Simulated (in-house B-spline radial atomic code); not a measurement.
The outermost shell (largest non-relativistic mean radius) with and without relativity; Dirac values are averaged over j. Computed with a B-spline radial code for spherical atoms: non-relativistic Hartree-Fock and Dirac-Hartree-Fock, averages of the configuration (point nuclei without relativity, finite nuclei with it).

```
 ion  configuration  outermost shell  radius non-relativistic (bohr)  radius Dirac (bohr)  radius change (%)  level non-relativistic (eV)  level Dirac (eV)  spin-orbit splitting (eV)
 B3+            1s2               1s                         0.32449              0.32436          -0.039967                     -259.650           -259.73                          -
 C3+       [He] 2s1               2s                            1.28               1.2793          -0.052441                      -64.355           -64.385                          -
Sc3+   [Ne] 3s2 3p6               3p                           1.136               1.1344           -0.14478                      -73.595           -73.629                    0.57797
Fe3+       [Ar] 3d5                ?                               ?                    ?                  ?                            ?                 ?                          ?
Cu3+       [Ar] 3d8               3d                         0.84224              0.84555            0.39251                      -60.930           -60.513                    0.35443
Zr3+       [Kr] 4d1               4d                          1.8238               1.8429             1.0516                      -34.159           -33.691                    0.14626
Ag3+       [Kr] 4d8               4d                          1.2332               1.2421            0.72163                      -52.290           -51.592                    0.70286
Cd3+       [Kr] 4d9                ?                               ?                    ?                  ?                            ?                 ?                          ?
Pr3+       [Xe] 4f2                ?                               ?                    ?                  ?                            ?                 ?                          ?
Eu3+       [Xe] 4f6               5p                          1.6038               1.5664            -2.3316                      -55.987           -57.262                     4.4557
Dy3+       [Xe] 4f9               5p                          1.5329               1.4897            -2.8222                      -58.563           -60.281                     5.4471
Lu3+      [Xe] 4f14               5p                           1.433               1.3801            -3.6901                      -62.582           -65.179                     7.4522
```

**Question.** Fill in the row of Fe3+.

**Answer.** outermost shell: 3d; radius non-relativistic (bohr): 0.9741; radius Dirac (bohr): 0.97787; radius change (%): 0.38728; level non-relativistic (eV): -53.755; level Dirac (eV): -53.43; spin-orbit splitting (eV): 0.17428.

**Question.** Fill in the row of Cd3+.

**Answer.** outermost shell: 4d; radius non-relativistic (bohr): 1.1822; radius Dirac (bohr): 1.1904; radius change (%): 0.69747; level non-relativistic (eV): -54.824; level Dirac (eV): -54.083; spin-orbit splitting (eV): 0.82781.

**Question.** Fill in the row of Pr3+.

**Answer.** outermost shell: 5p; radius non-relativistic (bohr): 1.7176; radius Dirac (bohr): 1.6889; radius change (%): -1.6685; level non-relativistic (eV): -52.224; level Dirac (eV): -52.953; spin-orbit splitting (eV): 3.3279.

**Question.** Which member changes most?

**Answer.** Lutetium (Lu3+): its 5p shell contracts by 3.7 %.
